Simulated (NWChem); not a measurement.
System: AlBr2, doublet; SMILES [Br][Al][Br]

The following NWChem deck was run.

```
start job
memory heap 200 mb stack 900 mb global 1100 mb
geometry units angstroms noautoz
  Al     0.656193     0.000000    -0.519549
  Br    -0.235154    -1.964304     0.186186
  Br    -0.235154     1.964304     0.186186
end
basis spherical
  Al library 6-31g*
  Br library 6-31g*
end
dft
  odft
  mult 2
  xc xpbe96 cpbe96
  iterations 150
  mulliken
end
task dft energy
```

Structure relaxed at the PBE0/def2-SVP, spin-unrestricted level. This spin state was assumed; another may lie lower. No stability test was run on the SCF state.

**Question.** What results follow from this input? (PBE/6-31G* (spherical d), spin-unrestricted.) Quantities: energy (Ha); highest occupied level (eV); lowest empty minus highest occupied level, either spin (eV); dipole (D); <S²>.

**Answer.** 
```yaml
energy (Ha): -5389.30
highest occupied level (eV): -5.58
lowest empty minus highest occupied level, either spin (eV): 1.37
dipole (D): 1.28
"<S²>": 0.752
```
